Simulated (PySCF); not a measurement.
Telling isomers of C5H8O2 apart by NMR

No solvent model, non-relativistic Hamiltonian, single conformer, one averaged value for each set of equivalent atoms. Geometry from GFN2-xTB; GIAO PBE0/pcSseg-1 shieldings; PySCF 2.14.

Scale: 1H, 13C against TMS (reference shieldings calculated alike). Where no couplings were computed, multiplicities follow the n + 1 count of equivalent neighbours, and m marks all less simple cases (inequivalent or close neighbours, rings, F or P nearby). Shifts are as computed. Against solution values, carbons near 30 ppm lie about +3 ppm off and those near 130 ppm about +5 ppm. Of 1211 compounds with measured shifts, 218 miss one by over three times the rms of a fit or turn the order of signals round; such compounds aren't used in these exercises.

(1) Tabulate the signals of `C=C(OC)C(C)=O`, `CC(=O)CC(C)=O` and their relative energies.

(2) What is the quickest way to tell C=C(OC)C(C)=O from CC(=O)CC(C)=O?

## Answers

(1) 
```tsv
SMILES	carbon types	δC	δH	E rel. (kcal/mol)
C=C(OC)C(C)=O	2×C 1×CH2 2×CH3	199.1, 166.5, 95.4, 56.4, 29.1	5.72 (br s, 1H), 4.32 (br s, 1H), 3.77 (s, 3H), 2.30 (s, 3H)	22.5
CC(=O)CC(C)=O	2×C 1×CH2 2×CH3	205.1, 66.4, 31.2	3.55 (s, 2H), 2.31 (s, 6H)	0.0
```

Energies are electronic energies at PBE0/pcSseg-1 on these geometries, without zero-point or thermal terms, each for the one conformer computed, which needn't be the lowest.

(2) Count the carbon signals: 5 against 3. The first has an alkene carbon bearing oxygen (C) at 166.5 ppm, the second an sp3 CH2 α to a carbonyl at 66.4 ppm. Their most deshielded carbons lie at 199.1 and 205.1 ppm. In the proton spectra the most deshielded non-exchanging signals are 5.72 (br s, 1H) and 3.55 (s, 2H).
